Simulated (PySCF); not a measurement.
Cost against size for one kind of job: PySCF 2.14.0, density-fitted response routines, GIAO PBE0/pcSseg-1 NMR shielding, non-relativistic, gas phase; work: shieldings, charges and field gradients. Hardware: an Arm Neoverse V1 with one thread, no GPU, shared host. Times come from a shared host and carry two figures at best.

```tsv
species (SMILES)	atoms	electrons	basis functions	SCF cycles	wall time
O=[PH2]O	6	34	73	13	3.0 s
N[Si@@H](O)P	10	50	112	13	7.7 s
N#CC(C#N)C#N	8	46	124	13	?
COCOCF	13	50	137	14	13 s
[CH3][GeH2][S][GeH2][PH2]	14	110	192	11	?
C#CC(C)(C)n1cccc1	21	72	225	14	?
```

**Question.** Estimate the withheld figures.

**Answer.** `N#CC(C#N)C#N`: 7.7 s; `[CH3][GeH2][S][GeH2][PH2]`: 30 s; `C#CC(C)(C)n1cccc1`: 46 s.

**Question.** With all rows, how does the wall time grow with the number of basis functions N?

**Answer.** A straight line through log(time) against log(N) has slope 2.5 between N = 73 and 225, and the rows scatter about it by a factor of about 1.2 (standard error of the fit). This is a fit to these rows, whose iteration counts differ, not the method's formal scaling.

**Question.** Which species took longest, and how many times the shortest run?

**Answer.** `C#CC(C)(C)n1cccc1`, at 46 s: about 15 times the shortest (3.0 s).
